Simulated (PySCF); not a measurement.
Compound: C7H10N (doublet state).
Structure used (GFN2-xTB), in Å, numbered top down from 1:
```xyz
18
C7H10N angstrom
C     -2.2425   -2.4177    0.4938
C     -1.4381   -1.5605    0.2071
C     -0.5264   -0.5768   -0.1387
C      0.8072   -0.6737    0.3007
N      1.6822    0.2157   -0.0151
C      3.0157    0.0860    0.4512
C     -0.9865    0.5979   -0.9395
C     -1.5741    1.6796   -0.0254
H     -2.9361   -3.1636    0.7444
H      1.0668   -1.5467    0.9190
H      3.2677    0.9791    1.0292
H      3.1896   -0.8083    1.0685
H      3.6845    0.0657   -0.4133
H     -0.1247    1.0081   -1.4660
H     -1.7472    0.2844   -1.6583
H     -2.4318    1.2938    0.5221
H     -1.8923    2.5343   -0.6176
H     -0.8228    2.0090    0.6880
```

The hyperfine couplings belong to this conformer and change with its torsions.

Identity: `[CH]=C=C(/C=N/C)CC` [radical].

Theory: UKS B3LYP, pcH-1 on C H N, non-relativistic, mean-field spin-orbit, GIAO (PySCF). Isolated species at its GFN2-xTB geometry (one conformer only). Couplings are sensitive to structure, and on GFN2-xTB geometries they can be far from those on DFT ones. The SCF solution wasn't tested for stability. ⟨S²⟩ is 0.778 where a pure state has 0.75.

**Question.** Predict the first-order ENDOR lines of N5, H11/H12/H13, H9, H14/H15, H10 and H16/H17/H18 under fast tumbling at B = 343.0 mT (X band).

**Answer.** ν± = |νn ± a/2|, one line for each electron-spin manifold; νn = |g_N| × 7.62259 MHz/T × B.

| nuclei | isotope | g_N | νn (MHz) | a_iso (MHz) | lower line (MHz) | upper line (MHz) |
| --- | --- | --- | --- | --- | --- | --- |
| N5 | 14N | 0.4038 | 1.06 | 15.19 | 6.54 | 8.65 |
| H11/H12/H13 | 1H | 5.5857 | 14.60 | 37.35 | 4.07 | 33.28 |
| H9 | 1H | 5.5857 | 14.60 | -30.45 | 0.62 | 29.83 |
| H14/H15 | 1H | 5.5857 | 14.60 | 19.20 | 5.00 | 24.21 |
| H10 | 1H | 5.5857 | 14.60 | 7.55 | 10.83 | 18.38 |
| H16/H17/H18 | 1H | 5.5857 | 14.60 | 1.19 | 14.01 | 15.20 |

**Question.** Which pairs are centred on the nuclear Larmor frequency, and which on half the coupling?

**Answer.** Centred on νn, since |a| < 2νn: H14/H15, H10 and H16/H17/H18. Centred on |a|/2 and split by 2νn: N5, H11/H12/H13 and H9.

**Question.** At what field would the lower line of N5 fall to zero frequency?

**Answer.** Where νn = |a|/2, that is B = 7.60 MHz/(0.4038 × 7.62259 MHz/T) = 2470 mT, as far as first order holds there.

Nuclei that the bonding pattern makes equivalent are averaged, as if the motion that swaps them (rotation, inversion, ring flip) were fast. The three 1H nuclei of mean +37.3 MHz run from 0.2 to 57.0 MHz in the frozen geometry. The three 1H nuclei of mean +1.2 MHz run from -2.3 to 8.2 MHz in the frozen geometry. The 1H value of +19.2 MHz is a mean of couplings from 14.2 to 24.2 MHz in this one geometry, not an average over conformers.

The SMILES draws the unpaired electron on C1; the largest computed Mulliken spin population is on C3 (0.60 against 0.40).
